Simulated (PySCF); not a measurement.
**Simulated absorption spectrum**

Species: C7H13P.
Bonds: C1–C2, C2–C3 (triple), C3–P4, P4–C5, C5–C6, C5–C7, C5–C8. Hydrogens: H9, H10, H11 on C1; H12 on P4; H13, H14, H15 on C6; H16, H17, H18 on C7; H19, H20, H21 on C8.

Level of theory: TDDFT wB97X-D/def2-SVPD, vertical, gas phase, core orbitals frozen in the response in PySCF 2.14.0, density-fitted response routines. Isolated species at its PBE0-D3(BJ)/def2-SVP geometry, gas phase. Torsions of this conformer, `[CH3:1][C:2]#[C:3][PH:4][C:5]([CH3:6])([CH3:7])[CH3:8]`: C3–P4–C5–C6 -50°.

Each state is given a Gaussian of 0.4 eV full width at half maximum, with ε(max) = 2.175×10⁸ f / Δν̃ (Δν̃ the width in cm⁻¹). The width is an assumption, not a result. The curve ends short of the highest state used, and states not computed would add to its high-energy end.

E (eV), ε (L mol⁻¹ cm⁻¹) and a bar:
```
     4.62          2 
     4.73         15 
     4.84         80 
     4.95        280 #
     5.06        638 #
     5.17        959 ##
     5.28        947 ##
     5.39        621 #
     5.50        308 #
     5.61        289 #
     5.72        676 #
     5.82       1278 ##
     5.93       1769 ###
     6.04       1684 ###
     6.15       1358 ###
     6.26       1545 ###
     6.37       2379 #####
     6.48       3381 #######
     6.59       4859 #########
     6.70       8027 ################
     6.81      12451 ########################
     6.92      15397 ##############################
     7.03      15326 ##############################
     7.14      13922 ###########################
```

(1) Where are the band maxima, and which computed states make them?

(2) Coming from long wavelengths, where does ε first pass 100 L mol⁻¹ cm⁻¹?

(3) On this curve, what absorbance would a 10⁻⁴ mol/L sample give at 222 nm over a 1 cm path?

## Answers

(1) 237 nm (5.22 eV), ε about 1000, made up of S1 (100%); 208 nm (5.97 eV), ε about 1800, made up of S2 (98%); 178 nm (6.97 eV), ε about 16000, made up of S5 (58%) and S6 (38%) (ε in L mol⁻¹ cm⁻¹; maxima over ε = 5, shares over 10%). The states used: S1 5.22 eV (f 0.015); S2 5.96 eV (f 0.026); S3 6.47 eV (f 0.024); S4 6.49 eV (f 0.015); S5 6.87 eV (f 0.157); S6 7.08 eV (f 0.108); S7 7.34 eV (f 0.091); S8 7.37 eV (f 0.016); S9 7.61 eV (f 0.382); S10 7.74 eV (f 0.093).

(2) At about 255 nm (4.86 eV), 0.36 eV below S1.

(3) 222 nm is 5.585 eV, where ε is about 260 L mol⁻¹ cm⁻¹, so A = ε c l ≈ 0.026 (Beer–Lambert, with the gas-phase spectrum and the assumed width).

The vertical ionisation energy (ΔSCF) is 8.34 eV, 0.61 eV above S10.
